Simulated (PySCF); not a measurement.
Al(F)2(GeH3) (AlF₂GeH₃), SMILES [F][Al]([GeH3])[F]. Atoms are numbered in the order given.

```xyz
7

Al     0.5194    -0.5744     0.7544
F      2.1289    -0.9574     0.6308
F     -0.2651    -1.1377     2.1037
Ge    -0.6492     0.7280    -0.9511
H     -1.5309     1.8066    -0.2973
H      0.3451     1.4101    -1.9054
H     -1.5662    -0.1900    -1.7809
```

Geometry: PBE0-D3(BJ)/def2-SVP.

These are C-PCM-ωB97X/def2-SVP (PySCF) values and carry that method's errors.

The values are the electrostatic part of the solvation free energy, E(continuum) − E(gas) at the gas-phase geometry, in a cavity of scaled van der Waals radii (PySCF's table); cavitation and dispersion terms are not included. A continuum can't describe solvent molecules that bind to the metal. In vacuum the orbital gap is 11.63 eV. The dipole moment in vacuum is 1.70 D.

**Question.** Estimate the values in water (ε = 78.36), tetrahydrofuran (ε = 7.43), chloroform (ε = 4.71). (The exact figures need the calculation; the answer reports its results.)

**Answer.** 
| solvent | ε | ΔG(elec) (kcal/mol) | dipole (D) | gap (eV) |
|---|---|---|---|---|
| water | 78.36 | -7.7 | 1.68 | 11.87 |
| tetrahydrofuran | 7.43 | -6.7 | 1.69 | 11.83 |
| chloroform | 4.71 | -6.1 | 1.69 | 11.81 |
